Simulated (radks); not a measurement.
The numbers below are computed, except where a source is named.
Q: These are the eigenvalues of the occupied orbitals of an atom or ion with whole-number occupations (eV). Code: a radial shooting solver on a logarithmic mesh with Libxc functionals. Model: scalar-relativistic Kohn-Sham, RPBE, spin-unpolarised, spherical densities, point nucleus.

orbital  eigenvalue
1s        -55628.61
2s        -9407.187
2p        -8346.818
3s        -2195.142
3p        -1871.158
3d        -1460.730
4s        -530.6743
4p        -424.0481
4d        -279.9450
5s        -161.0937
5p        -131.7941
4f        -121.3187

Which element is it, and in what charge state? The configuration may be excited.

A: Z = 67, holmium, charge +8: Ho8+ in [Kr] 4d10 4f10 5s2 5p1. The list shows which subshells hold electrons but not how many an open one holds; the 1s level, -2044.3 hartree, gives Z - s = 63.9 by -(Z - s)^2/2, which with screening and relativity narrows Z to a few neighbours, and the depths of the outer levels then fix element, charge and occupations together.
